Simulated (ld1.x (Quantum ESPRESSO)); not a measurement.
An all-electron radial function and its pseudo partner (boron)

Columns: radius, all-electron u(r) and pseudo u(r) of the 2p shell (level -3.61 eV) of boron in the configuration [He] 2s2 2p1; PBE, scalar-relativistic, ultrasoft scheme, ld1.x (Quantum ESPRESSO) 7.5.

```tsv
r (bohr)	all-electron	pseudo
0.140	0.0486	0.0089
0.280	0.1441	0.0349
0.420	0.2472	0.0763
0.560	0.3419	0.1304
0.700	0.4223	0.1935
0.840	0.4878	0.2616
0.980	0.5401	0.3306
1.120	0.5791	0.3964
1.260	0.6055	0.4556
1.400	0.6209	0.5053
1.540	0.6270	0.5437
1.680	0.6254	0.5700
1.820	0.6177	0.5842
1.960	0.6051	0.5873
2.100	0.5888	0.5810
2.240	0.5698	0.5674
2.380	0.5489	0.5486
2.520	0.5266	0.5268
2.660	0.5036	0.5037
2.800	0.4802	0.4802
2.940	0.4569	0.4569
3.080	0.4338	0.4338
3.220	0.4112	0.4112
3.360	0.3892	0.3892
3.500	0.3679	0.3679
3.640	0.3474	0.3474
```

(1) How many radial nodes do the two functions have?

(2) At about which radius was the pseudo-wave matched?

(3) Is the pseudo-wave norm-conserving?

## Answers

(1) The all-electron 2p function has n − l − 1 = 0; the pseudo-wave has 0.

(2) 2.80 bohr. The columns agree to 0.0005 from 2.38 bohr on; several derivatives are matched, so the curves merge somewhat inside the radius.

(3) No, it belongs to an ultrasoft set: the norm inside the radius is not constrained, and the difference is carried by the augmentation charge.
